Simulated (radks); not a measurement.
Q: Tc2.7+, 40.3 electrons, occupied as [Ar] 3d10 4s1.3 4p6 4d5 (fractional occupations, a model configuration). Calculated with a radial shooting solver on a logarithmic mesh with Libxc functionals: Dirac Kohn-Sham, LDA (Slater exchange, Perdew-Wang correlation), spin-unpolarised, spherical densities, point nucleus; open shells fill j = l - 1/2 first. Some entries of the table are withheld. Estimate them.

| orbital | occ. | eigenvalue (eV) | <1/r> (bohr^-1) |
|---|---|---|---|
| 1s1/2 | 2 | -20859.87 | (1) |
| 2s1/2 | 2 | -3001.096 | 10.19 |
| 2p1/2 | 2 | -2771.573 | 10.17 |
| 2p3/2 | 4 | -2653.498 | 9.664 |
| 3s1/2 | 2 | -546.1440 | 3.503 |
| 3p1/2 | 2 | -457.8506 | 3.406 |
| 3p3/2 | 4 | -438.0802 | 3.283 |
| 3d3/2 | 4 | (2) | 3.102 |
| 3d5/2 | 6 | (3) | 3.070 |
| 4s1/2 | 1.3 | -100.8361 | 1.313 |
| 4p1/2 | 2 | (4) | (5) |
| 4p3/2 | 4 | (6) | (7) |
| 4d3/2 | 4 | -32.5271 | (8) |
| 4d5/2 | 1 | -32.1753 | (9) |

A: 
(1) 1s1/2 <1/r> (bohr^-1): 44.66
(2) 3d3/2 eigenvalue (eV): -281.2380
(3) 3d5/2 eigenvalue (eV): -277.4328
(4) 4p1/2 eigenvalue (eV): -74.6348
(5) 4p1/2 <1/r> (bohr^-1): 1.197
(6) 4p3/2 eigenvalue (eV): -71.5447
(7) 4p3/2 <1/r> (bohr^-1): 1.161
(8) 4d3/2 <1/r> (bohr^-1): 0.8736
(9) 4d5/2 <1/r> (bohr^-1): 0.8653
